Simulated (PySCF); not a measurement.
Atomic charges against the basis set

B₂Cl₂F₂H₂Si.
Structure used (PBE0-D3(BJ)/def2-SVP), in Å, numbered top down from 1:
```
atom  x, y, z in Å
F1    -2.122    1.014   -0.840
B2    -1.450   -0.040   -0.418
F3    -1.772   -1.201   -0.956
Si4    0.066    0.125    0.929
B5     1.716    0.399   -0.209
Cl6    2.211    2.008   -0.677
Cl7    2.606   -0.969   -0.832
H8    -0.167    1.299    1.823
H9     0.177   -1.131    1.730
```

PBE0 throughout (PySCF), one geometry, spherical d and f functions. Geometry: PBE0-D3(BJ)/def2-SVP, one conformer, isolated molecule. Atoms taken as equivalent share a column and are averaged.

Mulliken charges (e):

| basis | functions | F1/F3 | B2 | Si4 | B5 | Cl6/Cl7 | H8/H9 |
| --- | --- | --- | --- | --- | --- | --- | --- |
| STO-3G | 49 | -0.107 | +0.208 | +0.385 | +0.144 | -0.158 | -0.103 |
| 6-31G | 79 | -0.288 | +0.518 | +0.402 | -0.206 | -0.001 | -0.067 |
| pcSseg-0 | 79 | -0.295 | +0.631 | +0.092 | +0.064 | -0.139 | +0.041 |
| 6-31G* | 114 | -0.244 | +0.512 | +0.185 | -0.043 | -0.049 | -0.034 |
| cc-pVDZ | 120 | -0.083 | +0.259 | +0.032 | -0.003 | -0.050 | -0.011 |
| def2-SVP | 120 | -0.088 | +0.253 | +0.041 | +0.014 | -0.042 | -0.024 |
| pcSseg-1 | 150 | -0.274 | +0.549 | +0.242 | +0.089 | -0.144 | -0.022 |
| aug-cc-pVDZ | 191 | -0.422 | +1.115 | -0.901 | +0.387 | -0.245 | +0.367 |
| 6-311+G(2d,p) | 225 | -0.314 | +0.573 | +0.249 | +0.130 | -0.127 | -0.035 |
| def2-TZVP | 247 | -0.210 | +0.466 | -0.083 | +0.173 | -0.073 | +0.005 |
| cc-pVTZ | 250 | -0.161 | +0.394 | -0.015 | +0.025 | -0.041 | 0.000 |
| IGLO-III | 292 | -0.329 | +0.597 | +0.376 | +0.088 | -0.076 | -0.126 |
| pcSseg-2 | 301 | -0.306 | +0.500 | +0.413 | +0.116 | -0.109 | -0.100 |

IAO charges (e):

```
        basis  functions   F1/F3      B2     Si4      B5  Cl6/Cl7   H8/H9
       STO-3G         49  -0.146  +0.231  +0.466  -0.183   -0.013  -0.098
        6-31G         79  -0.280  +0.494  +0.267  -0.100   -0.008  -0.042
     pcSseg-0         79  -0.263  +0.488  +0.197  -0.096   -0.003  -0.028
       6-31G*        114  -0.295  +0.525  +0.351  -0.081   -0.024  -0.079
      cc-pVDZ        120  -0.291  +0.514  +0.342  -0.072   -0.024  -0.077
     def2-SVP        120  -0.290  +0.514  +0.340  -0.078   -0.017  -0.081
     pcSseg-1        150  -0.298  +0.519  +0.366  -0.089   -0.021  -0.079
  aug-cc-pVDZ        191  -0.301  +0.525  +0.350  -0.068   -0.027  -0.076
6-311+G(2d,p)        225  -0.304  +0.527  +0.373  -0.081   -0.023  -0.083
    def2-TZVP        247  -0.306  +0.533  +0.376  -0.079   -0.024  -0.085
      cc-pVTZ        250  -0.304  +0.535  +0.361  -0.073   -0.026  -0.082
     IGLO-III        292  -0.306  +0.530  +0.379  -0.086   -0.021  -0.085
     pcSseg-2        301  -0.306  +0.533  +0.373  -0.080   -0.024  -0.084
```

**Question.** Which scheme is steadiest as the basis changes?

**Answer.** Largest range over the bases for any column: IAO 0.30 e, Mulliken 1.31 e. IAO charges move least and Mulliken charges most, counted in e. Without the minimal STO-3G basis the ranges are IAO 0.18, Mulliken 1.31 e.

**Question.** How much do the charges still move between the two largest bases, IGLO-III and pcSseg-2?

**Answer.** At most, over all atoms: Mulliken 0.096 e, IAO 0.006 e.

**Question.** What do the same runs give for the total energy, the frontier levels and the dipole moment?

**Answer.** 
```json
{"basis": "STO-3G", "energy (Eh)": "-1443.1960", "HOMO (eV)": "-5.64", "LUMO (eV)": "0.57", "μ (D)": "1.94"}
{"basis": "6-31G", "energy (Eh)": "-1459.8002", "HOMO (eV)": "-8.61", "LUMO (eV)": "-2.51", "μ (D)": "1.29"}
{"basis": "pcSseg-0", "energy (Eh)": "-1458.0196", "HOMO (eV)": "-8.87", "LUMO (eV)": "-2.71", "μ (D)": "1.15"}
{"basis": "6-31G*", "energy (Eh)": "-1459.9214", "HOMO (eV)": "-8.33", "LUMO (eV)": "-2.35", "μ (D)": "0.85"}
{"basis": "cc-pVDZ", "energy (Eh)": "-1460.0042", "HOMO (eV)": "-8.33", "LUMO (eV)": "-2.34", "μ (D)": "0.88"}
{"basis": "def2-SVP", "energy (Eh)": "-1459.4183", "HOMO (eV)": "-8.32", "LUMO (eV)": "-2.31", "μ (D)": "0.82"}
{"basis": "pcSseg-1", "energy (Eh)": "-1459.9173", "HOMO (eV)": "-8.55", "LUMO (eV)": "-2.53", "μ (D)": "1.08"}
{"basis": "aug-cc-pVDZ", "energy (Eh)": "-1460.0252", "HOMO (eV)": "-8.46", "LUMO (eV)": "-2.52", "μ (D)": "1.08"}
{"basis": "6-311+G(2d,p)", "energy (Eh)": "-1460.1023", "HOMO (eV)": "-8.47", "LUMO (eV)": "-2.57", "μ (D)": "1.11"}
{"basis": "def2-TZVP", "energy (Eh)": "-1460.1298", "HOMO (eV)": "-8.41", "LUMO (eV)": "-2.51", "μ (D)": "1.03"}
{"basis": "cc-pVTZ", "energy (Eh)": "-1460.1332", "HOMO (eV)": "-8.41", "LUMO (eV)": "-2.48", "μ (D)": "0.98"}
{"basis": "IGLO-III", "energy (Eh)": "-1460.1266", "HOMO (eV)": "-8.41", "LUMO (eV)": "-2.50", "μ (D)": "1.05"}
{"basis": "pcSseg-2", "energy (Eh)": "-1460.1516", "HOMO (eV)": "-8.46", "LUMO (eV)": "-2.55", "μ (D)": "1.09"}
```

The dipole is fixed by the density alone, so its range of 1.12 D shows that the density itself changes with the basis, not only its division among atoms.
